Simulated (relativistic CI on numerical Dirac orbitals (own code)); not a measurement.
Slater and spin-orbit integrals, Cd¹⁸⁺

These numbers are calculated, not measured: Dirac-Coulomb-Breit CI, separate exchange-only KLI orbitals for each configuration, model QED (radiative potential, 1s self-energy scaled to tabulated hydrogen-like ionisation energies), unscaled Slater integrals (own radial code, finite nucleus).

Slater integrals F^k, G^k are unscaled and averaged over j, outside the closed core [Ar] 3d10; ζ comes from projecting the Hamiltonian with its Breit term on Σ l·s of the shell.

- 4s4p: G^1(4s,4p) = 171760, ζ(4p) = 47452 cm⁻¹; <r>(4s) = 0.7669, <r^2>(4s) = 0.6596, <r>(4p) = 0.7937, <r^2>(4p) = 0.7103 (bohr units).
- 4p²: F^2(4p,4p) = 130550, ζ(4p) = 47369 cm⁻¹; <r>(4p) = 0.7945, <r^2>(4p) = 0.7117 (bohr units).
- 4s4d: G^2(4s,4d) = 124020, ζ(4d) = 5178.1 cm⁻¹; <r>(4s) = 0.7672, <r^2>(4s) = 0.6601, <r>(4d) = 0.829, <r^2>(4d) = 0.7836 (bohr units).

Averages of the first 10 configurations, taken without configuration mixing, which lowers the lowest level and can move excited configurations by several eV; other configurations of the list can lie among them:

| Configuration | Parity | States | Average energy above the lowest level (eV) |
| --- | --- | --- | --- |
| 4s² | even | 1 | 1.7 |
| 4s4p | odd | 12 | 44.6 |
| 4p² | even | 15 | 93.3 |
| 4s4d | even | 20 | 116.7 |
| 4d² | even | 45 | 234.2 |
| 4s4f | odd | 28 | 187.7 |
| 4p4d | odd | 60 | 162.9 |
| 4f² | even | 91 | 375.1 |
| 4p4f | even | 84 | 234.1 |
| 4s5s | even | 4 | 224.1 |
